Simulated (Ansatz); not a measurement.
Molecule: C4H11O, net charge 1, singlet state. It need not be the lowest isomer of its formula. SMILES: CC(C)C[OH2+]
Geometry from a B3LYP-D3(BJ)/def2-TZVP (Ansatz, a program for electronic structure) optimisation:
```xyz
16

C     -1.7035    -0.8216    -0.4261
C     -0.5795     0.0506     0.1620
C     -0.5217     1.4277    -0.4987
C      0.6923    -0.7308    -0.0065
O      1.8607     0.0692     0.6762
H     -2.6547    -0.3086    -0.2930
H     -1.7737    -1.7921     0.0662
H     -1.5578    -0.9807    -1.4959
H     -0.7754     0.1586     1.2366
H     -0.3555     1.3346    -1.5738
H      0.2655     2.0609    -0.0874
H     -1.4681     1.9462    -0.3521
H      0.6990    -1.6991     0.4874
H      1.0461    -0.7896    -1.0326
H      2.7214    -0.3887     0.6659
H      1.6418     0.3499     1.5843
```
Charge +1, spin multiplicity 1.

Parts of the frozen-core correlation energy in cc-pVQZ (Ansatz, hartree). Frozen orbitals: 5; correlated occupied orbitals by spin: 16 and 16; virtual: 584 and 584. Spin-orbit coupling is left out. Non-relativistic.

```json
[
 {"term": "reference (HF)", "value": "-232.57366"},
 {"term": "MP2 opposite-spin", "value": "-0.78600"},
 {"term": "MP2 same-spin", "value": "-0.21968"},
 {"term": "CCSD correlation", "value": "-1.04733"},
 {"term": "(T)", "value": "-0.04039"},
 {"term": "T1 diagnostic", "value": "0.009"},
 {"term": "largest doubles amplitude", "value": "0.010"}
]
```
